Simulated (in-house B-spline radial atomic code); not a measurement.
# One electron outside the 1s2 core: the nickel ion Ni²⁵⁺

Computed with an all-electron radial atomic-structure program (B-spline basis), no-pair Dirac-Coulomb Hamiltonian, finite nucleus. Rungs: frozen-core Dirac-Hartree-Fock (DHF); Brueckner orbitals from the second-order correlation potential; the same with the Coulomb interaction screened by the core and the hole-particle interaction summed; Breit and QED terms from differences of relaxed Dirac-Fock atoms, where computed. Partial waves beyond l = 6 are extrapolated. The tables show a selection of states; those near core-excited levels, with erratic corrections or far from their DHF start are never shown.

Command:
```bash
python run_mb.py task.json out
```
Settings (nuclear radius in fm, box in bohr, cutoff in hartree):
```
basis_form          2
Z                   28
core_configuration  1s2
rms_radius          3.7757
mass_number         58
speed_of_light      137.036
box_radius          8.123
lmax                6
intervals           62
virtual_cutoff      1568.0
```

Run time, properties included: 9.3 s on 1 thread of Arm Neoverse V1, with other jobs on the host.

Removal energies (eV):

```
state      DHF  second order  screened  Breit + QED    final
2s1/2   2400.4       2400.55   2400.56        -1.31  2399.25
2p1/2  2347.28       2347.63   2347.63        -1.33   2346.3
2p3/2  2324.58       2324.91   2324.91       -0.611   2324.3
3s1/2  1052.37       1052.41   1052.42        -0.38  1052.03
3p1/2  1037.63       1037.72   1037.72       -0.374  1037.34
3p3/2  1030.92          1031      1031       -0.169  1030.83
3d3/2  1025.26       1025.29   1025.29      -0.0118  1025.28
3d5/2  1023.19       1023.23   1023.23     -0.00723  1023.22
4s1/2  587.842       587.859   587.859            -        -
4p1/2  581.771       581.804   581.804            -        -
4p3/2  578.945       578.976   578.976            -        -
4d3/2  576.597       576.612   576.612     -0.00687  576.605
4d5/2  575.725        575.74    575.74     -0.00365  575.736
4f5/2  575.598       575.602   575.602            -        -
4f7/2  575.166       575.169   575.169            -        -
5s1/2  374.611        374.62    374.62            -        -
5p1/2  371.541       371.557   371.557            -        -
5p3/2  370.097       370.112   370.112            -        -
5d3/2  368.904       368.912   368.912            -        -
5d5/2  368.457             ?         ?            ?        ?
5f5/2  368.386             ?         ?            ?        ?
```

(1) What does correlation do to 5d5/2?

(2) What does correlation do to 5f5/2?

(3) How does the lowest state compare with the NIST ionisation energy?

Electric-dipole lines from 2s1/2 (reduced matrix elements in atomic units, length form, static core polarisation, sign of DHF taken positive):

```json
{"upper": "2p1/2", "DHF": "0.1588", "+ core polarisation": "0.1585", "+ Brueckner": "0.1585", "λ (nm)": "23.416", "A (s⁻¹)": "1.98e+09"}
{"upper": "2p3/2", "DHF": "0.2267", "+ core polarisation": "0.2263", "+ Brueckner": "0.2262", "λ (nm)": "16.542", "A (s⁻¹)": "5.73e+09"}
```

Magnetic hyperfine constants per unit nuclear g factor (MHz, nucleus as a uniformly magnetised ball; they apply to isotopes with nuclear spin):

```tsv
state	DHF	+ core polarisation	+ Brueckner
2s1/2	670200	687000	687100
2p1/2	212800	217200	217300
2p3/2	39770	36210	36220
3s1/2	195700	200200	200300
3p1/2	62860	63870	63890
3p3/2	11760	10980	10980
```

Answers

(1) It adds 0.007678 eV to the removal energy in second order and 0.007803 eV with screening, giving 368.465 eV before Breit and QED terms, which weren't computed for this state.

(2) It adds 0.001864 eV to the removal energy in second order and 0.00189 eV with screening, giving 368.388 eV before Breit and QED terms, which weren't computed for this state.

(3) 2s1/2 is bound by 2399.249 eV, without recoil; NIST lists 2399.259 ± 0.007 eV (tabulated theory), a difference of -0.01 eV.
